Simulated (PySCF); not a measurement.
Running PySCF for CSe

File input.py (PySCF 2.14):

```python
from pyscf import gto, scf, mp

mol = gto.M(
    atom='C 0 0 0; Se 0 0 2.099',
    basis='aug-cc-pvdz',
    charge=0,
    spin=0,
    symmetry=True,
    verbose=4,
)
mf = scf.RHF(mol)
mf.kernel()
mp.MP2(mf, frozen=10).kernel()
mf.dip_moment()
print('orbital energies (hartree):', mf.mo_energy[..., max(0, mol.nelec[1]-3):mol.nelec[0]+3].round(4))
```

```bash
$ OMP_NUM_THREADS=1 python input.py
```

The log:

```
PySCF version 2.14.0

[INPUT] verbose = 4
[INPUT] num. atoms = 2
[INPUT] num. electrons = 40
[INPUT] charge = 0
[INPUT] spin (= nelec alpha-beta = 2S) = 0
[INPUT] symmetry True subgroup None
[INPUT] Mole.unit = angstrom
[INPUT] Symbol           X                Y                Z      unit          X                Y                Z       unit  Magmom
[INPUT]  1 C      0.000000000000   0.000000000000   0.000000000000 AA    0.000000000000   0.000000000000   0.000000000000 Bohr   0.0
[INPUT]  2 Se     0.000000000000   0.000000000000   2.099000000000 AA    0.000000000000   0.000000000000   3.966535135462 Bohr   0.0

nuclear repulsion = 51.4302768116627
point group symmetry = Coov
symmetry origin: [0.         0.         3.37155487]
symmetry axis x: [1. 0. 0.]
symmetry axis y: [0. 1. 0.]
symmetry axis z: [0. 0. 1.]
num. orbitals of irrep A1 = 23
num. orbitals of irrep E1x = 13
num. orbitals of irrep E1y = 13
num. orbitals of irrep E2x = 5
num. orbitals of irrep E2y = 5
number of shells = 17
number of NR pGTOs = 121
number of NR cGTOs = 59
basis = aug-cc-pvdz
ecp = {}

******** <class 'pyscf.scf.hf_symm.SymAdaptedRHF'> ********
method = SymAdaptedRHF
initial guess = minao
damping factor = 0
level_shift factor = 0
DIIS = <class 'pyscf.scf.diis.CDIIS'>
diis_start_cycle = 1
diis_space = 8
diis_damp = 0
SCF conv_tol = 1e-09
SCF conv_tol_grad = None
SCF max_cycles = 50
direct_scf = True
direct_scf_tol = 1e-13
Freeze 0 electrons in irreps []
    40 free electrons in irreps A1 E1x E1y E2x E2y
Set gradient conv threshold to 3.16228e-05
Initial guess from minao.
init E= -2436.2038663144
HOMO (A1) = -0.27425077739804  LUMO (E1y) = -0.0435133000597274  gap/eV = 6.27869
cycle= 1 E= -2437.2726424695  delta_E= -1.07  |g|= 0.674  |ddm|= 1.25
HOMO (E1y) = -0.385857933832221  LUMO (E1y) = -0.14698383648939  gap/eV = 6.50010
cycle= 2 E= -2436.40480244902  delta_E= 0.868  |g|= 1.87  |ddm|= 1.91
HOMO (E1y) = -0.35522762534309  LUMO (E1y) = -0.0675456706787723  gap/eV = 7.82822
cycle= 3 E= -2437.48522686  delta_E= -1.08  |g|= 0.156  |ddm|= 1.16
HOMO (E1y) = -0.373734851686199  LUMO (E1y) = -0.0247510740814594  gap/eV = 9.49633
cycle= 4 E= -2437.49653924386  delta_E= -0.0113  |g|= 0.034  |ddm|= 0.16
HOMO (E1y) = -0.372691387077054  LUMO (E1y) = -0.0166173328537775  gap/eV = 9.68927
cycle= 5 E= -2437.4983013304  delta_E= -0.00176  |g|= 0.0241  |ddm|= 0.0943
HOMO (E1y) = -0.370869302421921  LUMO (E1y) = -0.0169311956774756  gap/eV = 9.63115
cycle= 6 E= -2437.49912404406  delta_E= -0.000823  |g|= 0.0147  |ddm|= 0.0766
HOMO (E1y) = -0.37149295299081  LUMO (E1y) = -0.0175145975976092  gap/eV = 9.63224
cycle= 7 E= -2437.49951700445  delta_E= -0.000393  |g|= 0.00245  |ddm|= 0.0895
HOMO (E1y) = -0.370875410721606  LUMO (E1y) = -0.0168493944182517  gap/eV = 9.63354
cycle= 8 E= -2437.4995285732  delta_E= -1.16e-05  |g|= 0.000433  |ddm|= 0.0155
HOMO (E1y) = -0.370941833303735  LUMO (E1y) = -0.0168978026423257  gap/eV = 9.63403
cycle= 9 E= -2437.49952869766  delta_E= -1.24e-07  |g|= 7.46e-05  |ddm|= 0.00093
HOMO (E1y) = -0.370924301427644  LUMO (E1y) = -0.0169061048450425  gap/eV = 9.63333
cycle= 10 E= -2437.49952870594  delta_E= -8.29e-09  |g|= 9.11e-06  |ddm|= 0.000436
HOMO (E1y) = -0.370924496288103  LUMO (E1y) = -0.0169036613973037  gap/eV = 9.63340
cycle= 11 E= -2437.49952870606  delta_E= -1.18e-10  |g|= 1.3e-06  |ddm|= 5.57e-05
HOMO (E1y) = -0.370924778062594  LUMO (E1y) = -0.0169035139488081  gap/eV = 9.63341
Extra cycle  E= -2437.49952870606  delta_E=    0  |g|= 8.19e-07  |ddm|= 2.6e-06
converged SCF energy = -2437.49952870606

******** <class 'pyscf.mp.mp2.RMP2'> ********
nocc = 10, nmo = 49
frozen orbitals 10
E(RMP2) = -2437.78036625453  E_corr = -0.280837548468985
E(SCS-RMP2) = -2437.77019853577  E_corr = -0.2706698297106
E_corr(same-spin) = -0.0765406482140563
E_corr(oppo-spin) = -0.204296900254929
Dipole moment(X, Y, Z, Debye):  0.00000,  0.00000, -0.38475
orbital energies (hartree): [-0.4495 -0.3709 -0.3709 -0.0169 -0.0169  0.0506]
```

In short: E(SCF) = -2437.499529 Eh, 11 cycles, E(MP2) − E(SCF) = -0.28084 Eh, μz(SCF) = -0.38 D.

Hardware: Intel Xeon 6975P-C, 1 thread, shared host. Wall time 1.1 s.

Stability towards an unrestricted solution was not tested. The bond length is a typed value, not an optimised one.
